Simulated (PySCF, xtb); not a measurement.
C₄H₈Au₂S₂, SMILES [Au][S]CCCC[S][Au], multiplicity 1. One conformer was computed; it need not be the lowest.

Harmonic wavenumbers (cm⁻¹) from GFN2-xTB (xtb) at its own minimum, in rising order: 16, 34, 50, 52, 57, 120, 121, 142, 150, 283, 336, 367, 415, 743, 762, 771, 794, 880, 1013, 1056, 1061, 1069, 1097, 1191, 1217, 1226, 1267, 1268, 1303, 1353, 1458, 1458, 1493, 1494, 2963, 2966, 2974, 2978, 2979, 2984, 2986, 2993.

### Question
What does PySCF with PBE-D3(BJ)/def2-SVP give at its own minimum? (Estimate from the structure and the level; the computed values follow.)

### Answer
15, 34, 50, 50, 56, 125, 127, 138, 160, 302, 354, 389, 430, 717, 732, 735, 762, 860, 989, 1010, 1018, 1044, 1046, 1148, 1193, 1194, 1254, 1266, 1273, 1326, 1409, 1412, 1416, 1431, 2962, 2969, 2995, 2996, 3005, 3023, 3060, 3062. Paired by order, the mean absolute difference is 26 cm⁻¹ and the zero-point energies are 71.4 and 70.8 kcal/mol.
